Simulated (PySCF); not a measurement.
A structure optimised at PBE0-D3(BJ)/def2-SVP, used in a PySCF frequency run:

```
C
H 1 1.0980
H 1 1.0982 2 110.18
H 1 1.1005 2 109.14 3 -119.42
S 1 1.8190 2 111.43 4 -116.77
Te 5 2.3784 1 104.58 2 -55.57
O 6 2.0018 5 102.64 1 -86.91
H 7 0.9660 6 106.86 5 86.60
```
Charge 0, spin multiplicity 1.

**Question.** Write its SMILES and formula.

**Answer.** CS[Te]O, CH4OSTe

**Question.** What are its rotational constants (standard atomic weights)?

**Answer.** 5.8133, 1.7222, 1.5546 GHz
